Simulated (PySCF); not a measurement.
CH5Cl3Si2, SMILES [SiH3]C[Si](Cl)(Cl)Cl, singlet, GFN2-xTB optimised geometry.

```
11

Si     1.00     0.40    -1.50
C      0.15    -0.43     0.00
Si    -1.74    -0.43     0.00
Cl    -2.46    -1.38     1.64
Cl    -2.44     1.46     0.00
Cl    -2.45    -1.39    -1.64
H      2.44     0.30    -1.29
H      0.62    -0.31    -2.72
H      0.59     1.80    -1.57
H      0.51     0.06     0.91
H      0.51    -1.46     0.06
```

Density from B3LYP/def2-TZVP in PySCF at that geometry.

Minimum of the electron density along straight lines between bonded atoms, close to the bond critical point (lines longer than 1.1 times the sum of covalent radii, or with two minima, are not listed):

| bond | length / Å | ρ at the minimum / e bohr⁻³ | ∇²ρ there / e bohr⁻⁵ | position (fraction from the first atom) |
|---|---|---|---|---|
| Si1–C2 | 1.914 | 0.111 | 0.14 | 0.39 |
| C2–Si3 | 1.895 | 0.123 | 0.09 | 0.61 |
| Si3–Cl4 | 2.028 | 0.106 | 0.23 | 0.37 |
| Si3–Cl5 | 2.022 | 0.107 | 0.24 | 0.37 |
| Si3–Cl6 | 2.022 | 0.107 | 0.24 | 0.37 |
| Si1–H7 | 1.464 | 0.125 | 0.18 | 0.49 |
| Si1–H8 | 1.462 | 0.126 | 0.18 | 0.49 |
| Si1–H9 | 1.462 | 0.126 | 0.18 | 0.49 |
| C2–H10 | 1.090 | 0.272 | -0.89 | 0.64 |
| C2–H11 | 1.090 | 0.272 | -0.90 | 0.64 |
